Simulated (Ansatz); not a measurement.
Relaxation of C$_{2}$H$_{4}$INO (9 atoms, charge 0, multiplicity 1), to a largest force component of 0.015 eV/Å in at most 40 steps.

The calculation used Ansatz 0.2.0, RKS r2SCAN-D4/def2-SVP.

```xyz
9
Properties=species:S:1:pos:R:3:forces:R:3
N 0.655 -0.264 -1.026 -1.34 4.40 -1.65
C 0.102 -0.172 0.232 1.97 -2.52 0.33
O 0.574 -1.142 1.036 2.43 -1.47 -0.65
C -0.694 0.723 0.730 -2.62 4.28 -0.64
I -1.244 0.870 2.719 0.00 -0.03 0.31
H 0.128 0.469 -1.641 1.55 -1.72 0.99
H 0.529 -1.149 -1.430 -0.37 -1.83 -0.78
H 1.473 -1.392 0.605 -1.97 0.37 1.23
H -1.049 1.613 0.094 0.32 -1.47 0.86
```

Task: Where does it end, and by what steps?

Result: The run converged. After 7 steps the energy has fallen by 0.523 eV; H9 moved furthest, 0.21 Å.

| step | energy less start (eV) | largest force component (eV/Å) | accepted |
| --- | --- | --- | --- |
| 0 | 0.0000 | 4.397 | yes |
| 1 | -0.4447 | 1.470 | yes |
| 2 | -0.5069 | 0.529 | yes |
| 3 | -0.5190 | 0.300 | yes |
| 4 | -0.5223 | 0.109 | yes |
| 5 | -0.5227 | 0.089 | yes |
| 6 | -0.5221 | 0.085 | no |
| 7 | -0.5232 | 0.015 | yes |

```xyz
9
Properties=species:S:1:pos:R:3
N 0.621 -0.234 -1.050
C 0.131 -0.197 0.257
O 0.611 -1.184 1.044
C -0.717 0.746 0.721
I -1.181 0.963 2.748
H 0.321 0.553 -1.619
H 0.411 -1.113 -1.527
H 1.475 -1.443 0.688
H -1.197 1.464 0.057
```

Whether the end is a true minimum wasn't checked by a vibrational analysis.

The run took 33 s on 2 threads of Arm Neoverse V1, with other jobs on the host, peak memory 0.17 GiB.
